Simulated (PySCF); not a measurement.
# What a mistake does to a calculation on BC2H8Si

All numbers below are calculated, not measured. They come from PySCF 2.14.0, an open-source quantum chemistry program, on an isolated molecule that a program drew, which may never have been made. The molecule is BC2H8Si (charge 0, doublet), drawn as the SMILES string `B[CH]C[SiH3]`.

Each row is a Hartree-Fock (HF) and frozen-core CCSD(T) single point in the cc-pV(D+d)Z basis, meant for a local HF minimum. Run 1 is clean. Each other run has one planted mistake out of seven kinds, and not every kind appears here: one electron removed, one electron added, multiplicity raised by two, geometry at a saddle point, minimal basis STO-3G, one bond length entered in bohr, all coordinates scaled. The reference is restricted for singlets and unrestricted otherwise, and also for a bond in bohr. Adding or removing an electron swaps singlet and doublet. Electrons count all cores. HOMO and LUMO are orbital energies over both spins, the gradient is its largest component, and the lowest frequency (negative if imaginary) is given only where the gradient is small. Bond lengths are over the 11 bonds as drawn. T1 is the CCSD diagnostic: over 0.02 (restricted) or 0.045 (unrestricted) a single reference is doubtful.

Geometry of the clean run:
```xyz
12
BC2H8Si, angstrom
B    -2.6810   -0.2034   -1.2676
C    -1.5699   -1.2262   -1.0070
C    -0.7293   -1.3014    0.2291
Si    0.9850   -0.5099    0.0006
H    -2.9568    0.6188   -0.4335
H    -3.2885   -0.2186   -2.3037
H    -1.3197   -1.9571   -1.7735
H    -0.5540   -2.3418    0.5256
H    -1.2130   -0.7947    1.0690
H     1.7648   -0.6542    1.2531
H     1.7137   -1.1827   -1.1010
H     0.8501    0.9289   -0.3241
```

```
run  electrons  basis functions  <S^2>  HOMO (eV)  LUMO (eV)  gradient (hartree/bohr)  lowest frequency (cm^-1)  mean bond (Å)  longest bond (Å)      T1  HF (hartree)  CCSD(T) (hartree)                     mistake
  1         39              105  0.759      -9.53       1.13                  2.0e-05                        80         1.3690             1.902  0.0146    -393.97163         -394.50076                    no fault
  2         39              105  3.773      -5.46      -2.42                  1.3e-01                         -         1.3690             1.902  0.0254    -393.72065         -394.24420  multiplicity raised by two
  3         38              105  0.000     -17.62      -6.79                  8.4e-02                         -         1.3690             1.902  0.0245    -393.67108         -394.18727                           ?
  4         39               32  0.760      -7.86       5.03                  3.0e-02                         -         1.3690             1.902  0.0129    -389.39896         -389.63039                           ?
```

**Which mistake was planted in run 3, and what did it cost?**

It counts 38 electrons, one fewer than the clean run, at the same geometry and basis. So the mistake is: one electron removed. Subtracting run 1 and multiplying by 627.51 kcal/mol a hartree, the energy moved by 188.6 kcal/mol in HF and 196.7 kcal/mol in CCSD(T).

**Which mistake was planted in run 4, and what did it cost?**

It has 32 basis functions where the clean run has 105, with the same electrons and geometry. So the mistake is: minimal basis STO-3G. Subtracting run 1 and multiplying by 627.51 kcal/mol a hartree, the energy moved by 2869.4 kcal/mol in HF and 3056.2 kcal/mol in CCSD(T).

Cautions from the logs. Run 3: T1 is over the limit, so its CCSD(T) energy is less reliable.
